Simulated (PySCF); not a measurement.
Zn(F)(OSiH3) (FH3OSiZn), SMILES [F][Zn][O][SiH3]. Atoms are numbered in the order given.

```xyz
7

Zn    -0.0711    -0.8393     0.0000
F      0.2871    -2.5259     0.0000
O     -0.5285     0.8468     0.0000
Si     0.1825     2.3344     0.0000
H      1.0487     2.5358    -1.2074
H     -0.8760     3.3862     0.0000
H      1.0487     2.5358     1.2074
```
Charge 0, spin multiplicity 1.

The structure is a stationary point at r2SCAN-D4/def2-SVP. The structure was generated by enumeration; whether it is a known compound was not checked. The values are those of a single conformer.

Calculation: KT2/pcSseg-1 (PySCF).

GIAO shieldings, no solvent; atoms alike by connectivity are averaged. δ = σ(ref) − σ: ¹⁹F against CFCl3 (σ = 127.1 ppm); ¹⁷O against H2O (σ = 330.4 ppm); ²⁹Si against TMS (σ = 361.9 ppm); ¹H against TMS (σ = 31.47 ppm), references at their B3LYP-D3(BJ)/def2-TZVP geometries, non-relativistic.

```csv
atoms,nucleus,count,δ (ppm)
F2,¹⁹F,1,-286.3
O3,¹⁷O,1,[?]
Si4,²⁹Si,1,[?]
"H5, H6, H7",¹H,3,5.73
```

Problem. Complete the blanks. (The exact figures need the calculation; the answer reports its results.)

Solution. 
- O3, δ (ppm): -7.4
- Si4, δ (ppm): -26.5
